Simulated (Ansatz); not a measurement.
Molecule: sum formula SiNH2F3, charge 0, multiplicity 1. SMILES: [Si](F)(F)(F)N
Geometry from a B3LYP-D3(BJ)/def2-TZVP (Ansatz, a first-principles code) optimisation:
```xyz
7

Si    -0.0079    -0.0020    -0.0019
F     -0.4568    -1.0187    -1.1308
F     -0.6660    -0.5298     1.3340
F     -0.6334     1.3917    -0.4052
N      1.6453     0.1665     0.2111
H      2.1931    -0.4923     0.7382
H      2.2061     0.7658    -0.3707
```

Atomisation energy built up term by term with Ansatz (kcal/mol; UHF references for open shells; valence terms freeze the core; atomic spin-orbit terms are left out). CBS(X,Y): correlation extrapolated as X^-3; Hartree-Fock from the larger set.

```tsv
term	basis	kcal/mol
Hartree-Fock	cc-pV(Q+d)Z	515.73
CCSD correlation	CBS(cc-pV(T+d)Z,cc-pV(Q+d)Z)	186.60
(T)	CBS(cc-pV(T+d)Z,cc-pV(Q+d)Z)	12.64
core correlation	cc-pwCVTZ	0.98
scalar relativity (X2C)	cc-pVTZ-DK against cc-pVTZ	-1.90
sum: De		714.0
```

(T) makes 1.8 % of the CCSD(T) atomisation energy; under 5 % is typical of single-reference molecules.
